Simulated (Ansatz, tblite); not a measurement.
Forces on Al(OH)3 (AlO3H3) at its PBE-D4/def2-TZVP geometry. The state is a singlet with charge 0.

The xTB rows come from tblite.

GFN1-xTB (tblite), largest force 0.56 eV/Å:

```xyz
7
positions Å, forces eV/Å
Al    0.000    0.000    0.000    0.000   -0.001   -0.001
O    -0.114   -0.403    1.655   -0.397    0.254   -0.295
H    -0.915   -0.191    2.155    0.376   -0.128   -0.130
O     1.417   -0.378   -0.874   -0.083   -0.111    0.540
H     2.157   -0.820   -0.436   -0.261    0.187   -0.268
O    -1.302    0.781   -0.781    0.479   -0.142   -0.243
H    -1.243    1.011   -1.718   -0.114   -0.059    0.397
```

GFN2-xTB (tblite), largest force 0.99 eV/Å:

```
Al -0.001 -0.003 -0.002
O -0.686 0.451 -0.554
H 0.674 -0.217 -0.277
O -0.179 -0.183 0.958
H -0.505 0.344 -0.454
O 0.865 -0.266 -0.401
H -0.168 -0.127 0.731
```

PBE0-D4/def2-TZVP (Ansatz), largest force 0.55 eV/Å:

```
Al -0.001 -0.002 -0.002
O -0.431 0.236 -0.173
H 0.461 -0.123 -0.282
O 0.032 -0.150 0.499
H -0.422 0.254 -0.256
O 0.398 -0.084 -0.324
H -0.038 -0.130 0.537
```
